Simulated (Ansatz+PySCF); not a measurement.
singlet BF₄(-): levels of theory in one basis

```yaml
atoms:
  - { symbol: B, position_ang: [-0.0204, 0.0083, -0.0449] }
  - { symbol: F, position_ang: [0.8525, 0.7906, 0.7921] }
  - { symbol: F, position_ang: [0.8563, -0.7921, -0.8034] }
  - { symbol: F, position_ang: [-0.7952, 0.8187, -0.7633] }
  - { symbol: F, position_ang: [-0.8248, -0.7985, 0.7639] }
```

Basis set: def2-SVP (spherical functions). Frozen core: 5 orbitals. Charge -1, multiplicity 1.

Computed with Ansatz (development build ahead of 0.2.0); each method stands on the lowest determinant of its kind that the runs found.

```json
{"method": "RHF", "E − E(RHF) (eV)": "0.00", "<S²> of the determinant": "0.00"}
{"method": "RHF-CCSD", "E − E(RHF) (eV)": "-22.76", "<S²> of the determinant": "–"}
{"method": "RHF-CCSD(T)", "E − E(RHF) (eV)": "-23.07", "<S²> of the determinant": "–"}
```

(1) What does RHF-MP2 give on the same scale?

(2) Is a single determinant a sound starting point here?

## Answers

(1) -22.49 eV.

(2) By this sign, yes. Unrestricted orbitals gain 0.00 eV and <S²> is 0.00 against 0.00 for a pure state.

Caution: no diffuse functions for an anion.
